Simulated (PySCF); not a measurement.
NbF2, SMILES [F][Nb][F] (connectivity only; charge and spin as stated), neutral, multiplicity 4.

Coordinates come from a r2SCAN-D4/def2-TZVP optimisation. A frequency run showed that this geometry is not a minimum. The spin state was assumed, not searched. The def2 effective core potentials stand for the cores of Nb; spin–orbit coupling is left out.

Two levels are set side by side: PBE/def2-TZVPD (PySCF) and ωB97X/def2-TZVPD (PySCF). Same geometry, gas phase. Differences are taken from unrounded values.

```json
[
 {"quantity": "α-spin orbital gap (eV)", "PBE": "1.78"},
 {"quantity": "β-spin orbital gap (eV)", "PBE": "6.60"},
 {"quantity": "mean polarisability (bohr³)", "PBE": "53.7"}
]
```

These are the PBE values. What does ωB97X give? (Estimate from the structure and the level; the computed values follow.)


| quantity | ωB97X | PBE minus ωB97X |
|---|---|---|
| α-spin orbital gap (eV) | 8.48 | -6.70 |
| β-spin orbital gap (eV) | 13.70 | -7.10 |
| mean polarisability (bohr³) | 51.3 | 2.4 |

PBE's more diffuse valence density responds more strongly to a field. Differences between two approximate levels are no errors against the true value.

Rough cost on one machine, each run with all the roots and properties that it gave: ωB97X against PBE within a factor of 2.
